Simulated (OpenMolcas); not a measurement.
# Fe4+ in a point-charge field

Fe4+ among 6 point charges of -1 e arranged as a trigonal antiprism (D3d), 2.14 Å from the ion, with a polar angle of 60.2° against the regular 54.74°.

| Quantity | Value |
| --- | --- |
| Program | OpenMolcas 26.06 |
| Method | SS-CASPT2, IPEA 0.25 Eh, imaginary shift 0.1 Eh (closed shells correlated: 3s 3p) |
| Basis | ANO-RCC-VDZP [5s4p2d1f] |
| Scalar Hamiltonian | DKH2, point nucleus |
| Active space | 4 electrons in 5 orbitals (3d) |
| State averaging | 2S+1 = 5 even, 5 roots; 2S+1 = 3 even, 45 roots; 2S+1 = 1 even, 50 roots |
| Spin-orbit coupling | state interaction with AMFI integrals over the reference wave functions |

The lowest spin-free states (labels of D3, the rotations of D3d), above the lowest:

```json
{"State": "5E", "Degeneracy": "2", "E (cm-1)": "0", "Free-ion L (%)": "D (100)"}
{"State": "5E", "Degeneracy": "2", "E (cm-1)": "1200", "Free-ion L (%)": "D (100)"}
{"State": "5A1", "Degeneracy": "1", "E (cm-1)": "1980", "Free-ion L (%)": "D (100)"}
{"State": "3A2", "Degeneracy": "1", "E (cm-1)": "26560", "Free-ion L (%)": "H (98)"}
{"State": "3E", "Degeneracy": "2", "E (cm-1)": "26600", "Free-ion L (%)": "H (98)"}
{"State": "3E", "Degeneracy": "2", "E (cm-1)": "26870", "Free-ion L (%)": "H (99)"}
{"State": "3A2", "Degeneracy": "1", "E (cm-1)": "26890", "Free-ion L (%)": "P (81)"}
{"State": "3A1", "Degeneracy": "1", "E (cm-1)": "27030", "Free-ion L (%)": "H (97)"}
{"State": "3E", "Degeneracy": "2", "E (cm-1)": "27220", "Free-ion L (%)": "P (82)"}
{"State": "3A2", "Degeneracy": "1", "E (cm-1)": "27300", "Free-ion L (%)": "H (97)"}
{"State": "3E", "Degeneracy": "2", "E (cm-1)": "27310", "Free-ion L (%)": "H (96)"}
{"State": "3E", "Degeneracy": "2", "E (cm-1)": "27460", "Free-ion L (%)": "H (98)"}
{"State": "3A2", "Degeneracy": "1", "E (cm-1)": "28370", "Free-ion L (%)": "F (99)"}
{"State": "3A1", "Degeneracy": "1", "E (cm-1)": "28400", "Free-ion L (%)": "F (96)"}
{"State": "3E", "Degeneracy": "2", "E (cm-1)": "28720", "Free-ion L (%)": "F (93)"}
{"State": "3E", "Degeneracy": "2", "E (cm-1)": "29370", "Free-ion L (%)": "F (87)"}
{"State": "3A2", "Degeneracy": "1", "E (cm-1)": "29530", "Free-ion L (%)": "F (82)"}
{"State": "3A1", "Degeneracy": "1", "E (cm-1)": "31730", "Free-ion L (%)": "G (99)"}
{"State": "3E", "Degeneracy": "2", "E (cm-1)": "31980", "Free-ion L (%)": "G (97)"}
{"State": "3A2", "Degeneracy": "1", "E (cm-1)": "32140", "Free-ion L (%)": "G (96)"}
```

The lowest levels with spin-orbit coupling:

```csv
E (cm-1),Degeneracy,Label,2S+1,g
0,1,A1,5,
8,1,A2,5,
240,2,E,5,0.00 0.00 0.20
480,2,E,5,0.00 0.00 3.49
690,1,A1,5,
730,1,A2,5,
870,2,E,5,0.00 0.00 8.86
1480,1,A1,5,
1560,2,E,5,0.00 0.00 6.49
1730,1,A2,5,
1760,2,E,5,0.00 0.00 3.61
1820,2,E,5,0.00 0.00 5.43
2050,1,A1,5,
2050,1,A2,5,
2680,2,E,5,0.00 0.00 7.67
2780,2,E,5,0.00 0.00 3.84
2810,1,A1,5,
26130,1,A1,3,
26740,1,A1,3,
26800,2,E,3,0.00 0.00 1.94
```

Powder χT (cm3 K/mol): 0.186 at 2 K, 0.528 at 10 K, 0.783 at 50 K, 1.01 at 100 K, 1.35 at 200 K, 1.62 at 300 K. The effective moment at 300 K is 2.828 √(χT) = 3.59 μB.

The lowest level has 2S+1 = 5, for which the spin-only value is χT = S(S+1) / 2 = 3.000 cm3 K/mol (g = 2). The computed 1.616 at 300 K differs by -1.384, through orbital momentum, spin-orbit coupling and any other state in reach.

Roots that are degenerate in the reference are averaged as groups; the widest CASPT2 spread within a group is 100 cm-1 (the 2-fold group of multiplicity 1 near 76400 cm-1 above the lowest state of its run). Shifts and gaps below about the spread of the groups concerned are not significant. An orbital doublet at a regular site is open to a Jahn-Teller distortion, which this geometry leaves out. Point charges give a weaker field than real ligands, and real ions of this kind are often low spin; the high spin found here belongs to the model. The ground term spreads over less than 5000 cm-1, several times less than with real ligands, so orbital moments are less quenched and χT lies further from the spin-only value than at real sites. Free-ion shares, where given, are those of the reference states; single-state CASPT2 does not remix them. Point charges carry no covalency, so the field is a model and not that of real ligands. No measured value stands beside these numbers.

The CASPT2 steps took 6 s on 1 thread of Arm Neoverse V1, with other jobs on the host; the integral step is not counted.

With an even number of electrons the g values are those of a degenerate or nearly degenerate non-Kramers pair.
